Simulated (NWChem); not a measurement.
**What each level costs for hydrogen bromide (HBr)**

```xyz
2

Br     0.0000     0.0000     0.0395
H      0.0000     0.0000    -1.3829
```
Charge 0, spin multiplicity 1.

Everything below was run with NWChem. All single points use one geometry, from PBE0/def2-SVP, a minimum by its harmonic frequencies.

Basis set: def2-TZVP (54 functions). Each entry is one whole single-point run; the coupled-cluster runs use the TCE module, and the SCF and DFT modules converge to different thresholds.

The Hamiltonian is non-relativistic. The correlated methods keep 9 core orbitals frozen. B3LYP has NWChem's definition, with VWN1-RPA local correlation.

Problem. Roughly how much processor time does each of these take, relative to RHF: MP2, B2PLYP, PBE, B3LYP, BHandHLYP, CR-CCSD(T)?

Solution. B3LYP about the same, within a factor of 3; BHandHLYP about the same, within a factor of 3; PBE about the same, within a factor of 3; MP2 about the same, within a factor of 3; B2PLYP about the same, within a factor of 3; CR-CCSD(T) about 7 (rough ratios from shared machines).
